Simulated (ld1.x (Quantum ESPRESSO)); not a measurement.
# Transferability test, TM potential for As

arsenic (As), norm-conserving Troullier–Martins (Kleinman–Bylander form), made with ld1.x (Quantum ESPRESSO) 7.5 (PW91, scalar-relativistic). Core [Ar] 3d10, reference 4s2 4p3. Waves: 4s (bound): rc 1.60 bohr; 4p (bound): rc 1.55 bohr; 4d channel at 0.3 Ry: rc 1.35 bohr. Local part: the d channel. Core correction: a·sin(br)/r model core inside 1.00 bohr.

Energies are relative to the spin-unpolarised reference configuration 4s2 4p3; without spin polarisation the order of configurations can differ from experiment. Not all tests gave a result: 2 of 7 tests not solved or not reliable. Left out of the table: 4s2 4p0 (solver errors, printed error -24.8 eV); 4s1 4p0 (solver errors, printed error +14.8 eV).

**Question.** Give the all-electron excitation energy and the error of the potential for: 4s2 4p2; 4s2 4p1; 4s2 4p2.5; 4s1 4p3; 4s0 4p5.

**Answer.**

```csv
valence configuration,charge,ΔE all-electron (eV),error AE − PS (meV)
4s2 4p2,+1,9.207,-2.4
4s2 4p1,+2,27.206,-18
4s2 4p2.5,+0.5,3.581,-0.6
4s1 4p3,+1,19.340,-14
4s0 4p5,0,19.112,-28
```

Levels in the configuration 4s2 4p2:

```tsv
level	all-electron (eV)	pseudo (eV)
4s	-23.449	-23.457
4p	-13.408	-13.412
```

Note: ghost states, extra bound levels that the all-electron valence spectrum of the same l lacks: s at -1104.2 eV, p at -554.8 eV. A true bound ghost makes a file unfit for plane-wave use.
